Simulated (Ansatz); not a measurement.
One change: `N=[C](O)[AlH2]` becomes `C=NC(=N)O`.

Ansatz, PBE0-D4/def2-TZVP geometries, multiplicity 1. Each molecule was computed in one conformer, which needn't be the lowest.

```json
{"property": "HOMO energy (PBE/def2-TZVPP) / eV", "`N=[C](O)[AlH2]`": "-6.08"}
{"property": "LUMO energy (PBE/def2-TZVPP) / eV", "`N=[C](O)[AlH2]`": "-2.89"}
{"property": "size of the dipole moment (ωB97M-V/def2-TZVPP) / D", "`N=[C](O)[AlH2]`": "1.07"}
{"property": "HOMO–LUMO gap (B3LYP/def2-TZVPP) / eV", "`N=[C](O)[AlH2]`": "4.91"}
{"property": "LUMO energy (B3LYP/def2-TZVPP) / eV", "`N=[C](O)[AlH2]`": "-2.34"}
{"property": "size of the dipole moment (PBE/def2-TZVPP) / D", "`N=[C](O)[AlH2]`": "0.80"}
```

(1) Give the same properties after the change, and the shifts. (An estimate is asked.)

## Answers

(1) Ansatz gave: 
```
                                          property  `C=NC(=N)O`  shift
                 HOMO energy (PBE/def2-TZVPP) / eV        -6.63  -0.55
                 LUMO energy (PBE/def2-TZVPP) / eV        -2.71   0.18
size of the dipole moment (ωB97M-V/def2-TZVPP) / D         2.16   1.09
             HOMO–LUMO gap (B3LYP/def2-TZVPP) / eV         5.91   1.00
               LUMO energy (B3LYP/def2-TZVPP) / eV        -1.93   0.41
    size of the dipole moment (PBE/def2-TZVPP) / D         1.88   1.08
```

With PBE0 the HOMO falls by 0.62 eV and the LUMO rises by 0.42 eV, so the gap widens by about 1.04 eV. PBE moves the HOMO by -0.55 eV and ωB97M-V by -0.55 eV. The zero-point energy changes by 50.1 kJ/mol with +3 modes. Dipoles are sizes alone; their direction can turn.

B3LYP here is the variant with VWN-RPA as its local correlation; programs differ in this.
